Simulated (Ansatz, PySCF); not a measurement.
Potential energy curve for SH (anion, charge -1), singlet.

- UHF/aug-cc-pVQZ (Ansatz, a program for electronic structure)
- RHF/aug-cc-pVQZ (Ansatz)
- UKS-PBE = unrestricted PBE/aug-cc-pVQZ (Ansatz)
- RKS-PBE = restricted PBE/aug-cc-pVQZ in Ansatz
- UKS-PBE0 = unrestricted PBE0/aug-cc-pVQZ (Ansatz)
- RKS-PBE0 = restricted PBE0/aug-cc-pVQZ in Ansatz
- UKS-B3LYP/6-31G* = unrestricted B3LYP/6-31G*, spherical d run with PySCF
- RKS-B3LYP/6-31G* = PySCF 2.14.0 with restricted B3LYP/6-31G*, spherical d
- UKS-M06-2X/6-31G* = unrestricted M06-2X/6-31G*, spherical d (PySCF 2.14.0)
- RKS-M06-2X/6-31G* = restricted M06-2X/6-31G*, spherical d (PySCF 2.14.0)

Scanned distances (Å): 1.01, 1.08, 1.16, 1.22, 1.26, 1.28, 1.35, 1.40, 1.42, 1.47, 1.56, 1.66, 1.79, 2.03, 2.25, 2.46, 2.75, 3.00, 3.34, 3.66, 4.03, 4.74, 5.33.

Q: Where does the unrestricted solution first break spin symmetry (<S²> of 0.01 or more)?

A: UHF: between 1.79 and 2.03 Å; UKS-PBE: between 2.25 and 2.46 Å; UKS-PBE0: between 2.03 and 2.25 Å; UKS-B3LYP/6-31G*: between 2.03 and 2.25 Å; UKS-M06-2X/6-31G*: between 2.25 and 2.46 Å.

| R / Å | <S²> UHF | E(RHF) − E(UHF) / kcal/mol | <S²> UKS-PBE | E(RKS-PBE) − E(UKS-PBE) / kcal/mol | <S²> UKS-PBE0 | E(RKS-PBE0) − E(UKS-PBE0) / kcal/mol | <S²> UKS-B3LYP/6-31G* | E(RKS-B3LYP/6-31G*) − E(UKS-B3LYP/6-31G*) / kcal/mol | <S²> UKS-M06-2X/6-31G* | E(RKS-M06-2X/6-31G*) − E(UKS-M06-2X/6-31G*) / kcal/mol |
|---|---|---|---|---|---|---|---|---|---|---|
| 1.01 | 0.00 | 0.0 | 0.00 | 0.0 | 0.00 | 0.0 | 0.00 | 0.0 | 0.00 | 0.0 |
| 1.08 | 0.00 | 0.0 | 0.00 | 0.0 | 0.00 | 0.0 | 0.00 | 0.0 | 0.00 | 0.0 |
| 1.16 | 0.00 | 0.0 | 0.00 | 0.0 | 0.00 | 0.0 | 0.00 | 0.0 | 0.00 | 0.0 |
| 1.22 | 0.00 | 0.0 | 0.00 | 0.0 | 0.00 | 0.0 | 0.00 | 0.0 | 0.00 | 0.0 |
| 1.26 | 0.00 | 0.0 | 0.00 | 0.0 | 0.00 | 0.0 | 0.00 | 0.0 | 0.00 | 0.0 |
| 1.28 | 0.00 | 0.0 | 0.00 | 0.0 | 0.00 | 0.0 | 0.00 | 0.0 | 0.00 | 0.0 |
| 1.35 | 0.00 | 0.0 | 0.00 | 0.0 | 0.00 | 0.0 | 0.00 | 0.0 | 0.00 | 0.0 |
| 1.40 | 0.00 | 0.0 | 0.00 | 0.0 | 0.00 | 0.0 | 0.00 | 0.0 | 0.00 | 0.0 |
| 1.42 | 0.00 | 0.0 | 0.00 | 0.0 | 0.00 | 0.0 | 0.00 | 0.0 | 0.00 | 0.0 |
| 1.47 | 0.00 | 0.0 | 0.00 | 0.0 | 0.00 | 0.0 | 0.00 | 0.0 | 0.00 | 0.0 |
| 1.56 | 0.00 | 0.0 | 0.00 | 0.0 | 0.00 | 0.0 | 0.00 | 0.0 | 0.00 | 0.0 |
| 1.66 | 0.00 | 0.0 | 0.00 | 0.0 | 0.00 | 0.0 | 0.00 | 0.0 | 0.00 | 0.0 |
| 1.79 | 0.00 | 0.0 | 0.00 | 0.0 | 0.00 | 0.0 | 0.00 | 0.0 | 0.00 | 0.0 |
| 2.03 | 0.50 | 5.9 | 0.00 | 0.0 | 0.00 | 0.0 | 0.00 | 0.0 | 0.00 | 0.0 |
| 2.25 | 0.74 | 16.4 | 0.00 | 0.0 | 0.17 | 0.3 | 0.02 | 0.0 | 0.00 | 0.0 |
| 2.46 | 0.86 | 26.6 | 0.27 | 0.5 | 0.52 | 3.6 | 0.37 | 1.8 | 0.53 | 3.5 |
| 2.75 | 0.94 | 38.9 | 0.70 | 3.9 | 0.81 | 10.6 | 0.73 | 7.4 | 0.76 | 12.4 |
| 3.00 | 0.98 | 47.4 | 0.89 | 8.0 | 0.94 | 16.5 | 0.89 | 12.6 | 0.87 | 19.5 |
| 3.34 | 1.00 | 56.1 | 0.99 | 13.0 | 1.01 | 23.2 | 0.98 | 18.9 | 0.95 | 27.7 |
| 3.66 | 1.01 | 62.0 | 1.01 | 16.3 | 1.01 | 27.6 | 1.00 | 23.3 | 0.99 | 34.0 |
| 4.03 | 1.01 | 66.9 | 1.01 | 18.8 | 1.01 | 31.0 | 1.00 | 26.7 | 0.89 | — |
| 4.74 | 1.01 | 72.5 | 1.01 | 21.0 | 1.01 | 34.3 | 1.00 | 30.2 | 0.87 | — |
| 5.33 | 1.01 | 75.1 | 1.01 | 21.7 | 1.01 | 35.4 | 1.00 | 31.5 | — | — |

A dash means that the run gave no value there, or that the column was ended at a point which the program doubted or which failed a test of continuity chosen for this set; such a test can also cut sound points.
